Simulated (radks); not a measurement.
The numbers below are computed, except where a source is named.
Question: The iron ion Fe13+ is in [Ne] 3s2 3p1. Level of theory: scalar-relativistic Kohn-Sham, PBEsol, spin-polarised, spherical densities, finite nucleus; Fermi nuclear charge, rms radius of each element as measured or else 0.836 A^(1/3) + 0.57 fm (a radial shooting solver on a logarithmic mesh with Libxc functionals). Open shells are filled with parallel spins first. One electron is removed from 3p, 2p, 2s, 3s in turn, with full relaxation. Which removal costs least, and what does each cost?

Answer: 3p 390.55 eV; 3s 420.66 eV; 2p 1127.2 eV; 2s 1239.9 eV. The 3p electron leaves first.
